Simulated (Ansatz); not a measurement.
The cluster H3Au3⁺, relaxed as a doublet with UKS PBE0-D4/def2-TZVP in Ansatz, starting from the GFN2-xTB geometry. Force threshold 0.02 eV/Å.

In the def2 sets Au takes a core potential; there is no spin–orbit coupling. The structure comes from a short search, and lower isomers may exist.

Start:

```tsv
atom	x (Å)	y (Å)	z (Å)
Au1	1.766	-0.478	-2.907
Au2	0.405	-0.188	-0.566
Au3	-1.180	0.337	1.713
H4	-0.054	-0.535	0.845
H5	-1.748	0.516	3.045
H6	0.811	0.348	-2.130
```

```json
{"step": "1", "energy (eV)": "-11120.8311", "largest force component (eV/Å)": "2.489", "SCF passes": "21"}
{"step": "2", "energy (eV)": "-11121.4261", "largest force component (eV/Å)": "0.680", "SCF passes": "30"}
{"step": "3", "energy (eV)": "-11121.5089", "largest force component (eV/Å)": "0.308", "SCF passes": "31"}
{"step": "4", "energy (eV)": "-11121.5507", "largest force component (eV/Å)": "0.182", "SCF passes": "28"}
{"step": "5 (rejected)", "energy (eV)": "-11121.5465", "largest force component (eV/Å)": "0.477", "SCF passes": "27"}
{"step": "6", "energy (eV)": "-11121.5642", "largest force component (eV/Å)": "0.189", "SCF passes": "27"}
{"step": "7", "energy (eV)": "-11121.5730", "largest force component (eV/Å)": "0.099", "SCF passes": "29"}
{"step": "8", "energy (eV)": "-11121.5746", "largest force component (eV/Å)": "0.281", "SCF passes": "26"}
{"step": "9", "energy (eV)": "-11121.5907", "largest force component (eV/Å)": "0.046", "SCF passes": "27"}
{"step": "10", "energy (eV)": "-11121.5931", "largest force component (eV/Å)": "0.033", "SCF passes": "26"}
{"step": "11", "energy (eV)": "-11121.5942", "largest force component (eV/Å)": "0.029", "SCF passes": "28"}
{"step": "12", "energy (eV)": "-11121.5950", "largest force component (eV/Å)": "0.025", "SCF passes": "29"}
{"step": "13 (rejected)", "energy (eV)": "-11121.5909", "largest force component (eV/Å)": "0.307", "SCF passes": "27"}
{"step": "14", "energy (eV)": "-11121.5966", "largest force component (eV/Å)": "0.059", "SCF passes": "27"}
{"step": "15", "energy (eV)": "-11121.5977", "largest force component (eV/Å)": "0.114", "SCF passes": "27"}
{"step": "16", "energy (eV)": "-11121.5988", "largest force component (eV/Å)": "0.072", "SCF passes": "29"}
{"step": "17", "energy (eV)": "-11121.6000", "largest force component (eV/Å)": "0.035", "SCF passes": "26"}
{"step": "18", "energy (eV)": "-11121.6008", "largest force component (eV/Å)": "0.050", "SCF passes": "26"}
{"step": "19", "energy (eV)": "-11121.6011", "largest force component (eV/Å)": "0.031", "SCF passes": "29"}
{"step": "20", "energy (eV)": "-11121.6012", "largest force component (eV/Å)": "0.020", "SCF passes": "28"}
{"step": "21", "energy (eV)": "-11121.6013", "largest force component (eV/Å)": "0.006", "SCF passes": "29"}
```

Force components are those of the run's own axes.

End:

Cartesian coordinates in Å:
```
Au 1.408 -0.427 -2.946
Au 0.400 -0.301 -0.479
Au -1.450 -0.184 1.562
H 0.118 -0.825 1.115
H -1.503 1.021 2.590
H 1.027 0.716 -1.843
```

By distances, no bond broke or formed. The bond that changes most is Au2–H4, from 1.52 to 1.70 Å (atoms count from 1).

The force fell under the threshold at step 20, but the optimiser went on. No frequencies were taken in this run, so the end may be a saddle point.

Hardware: 4 threads of Arm Neoverse V2 on a shared host. Wall time 65 s.
